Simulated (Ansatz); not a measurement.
One change: `[NH2][AlH][CH]=O` becomes `[NH2][AlH][CH]=S`.

Ansatz, PBE0-D4/def2-TZVP geometries, multiplicity 1. Each molecule was computed in one conformer, which needn't be the lowest.

```json
{"property": "size of the dipole moment (B3LYP/def2-TZVPP) / D", "`[NH2][AlH][CH]=O`": "1.80"}
{"property": "HOMO energy (PBE0/def2-TZVPP) / eV", "`[NH2][AlH][CH]=O`": "-6.46"}
{"property": "HOMO–LUMO gap (PBE/def2-TZVPP) / eV", "`[NH2][AlH][CH]=O`": "2.10"}
{"property": "LUMO energy (B3LYP/def2-TZVPP) / eV", "`[NH2][AlH][CH]=O`": "-2.17"}
{"property": "LUMO energy (PBE/def2-TZVPP) / eV", "`[NH2][AlH][CH]=O`": "-2.94"}
{"property": "HOMO energy (PBE/def2-TZVPP) / eV", "`[NH2][AlH][CH]=O`": "-5.04"}
```

Q: Give the same properties after the change, and the shifts. (Estimate.)

A: Ansatz gave: 
```json
{"property": "size of the dipole moment (B3LYP/def2-TZVPP) / D", "`[NH2][AlH][CH]=S`": "1.28", "shift": "-0.52"}
{"property": "HOMO energy (PBE0/def2-TZVPP) / eV", "`[NH2][AlH][CH]=S`": "-6.14", "shift": "0.32"}
{"property": "HOMO–LUMO gap (PBE/def2-TZVPP) / eV", "`[NH2][AlH][CH]=S`": "1.24", "shift": "-0.86"}
{"property": "LUMO energy (B3LYP/def2-TZVPP) / eV", "`[NH2][AlH][CH]=S`": "-2.98", "shift": "-0.81"}
{"property": "LUMO energy (PBE/def2-TZVPP) / eV", "`[NH2][AlH][CH]=S`": "-3.70", "shift": "-0.76"}
{"property": "HOMO energy (PBE/def2-TZVPP) / eV", "`[NH2][AlH][CH]=S`": "-4.95", "shift": "0.09"}
```

With PBE0 the HOMO rises by 0.32 eV and the LUMO falls by 0.87 eV, so the gap narrows by about 1.19 eV. PBE moves the HOMO by 0.09 eV and ωB97M-V by 0.44 eV. Dipoles are sizes alone; their direction can turn.

B3LYP here is the variant with VWN-RPA as its local correlation; programs differ in this.
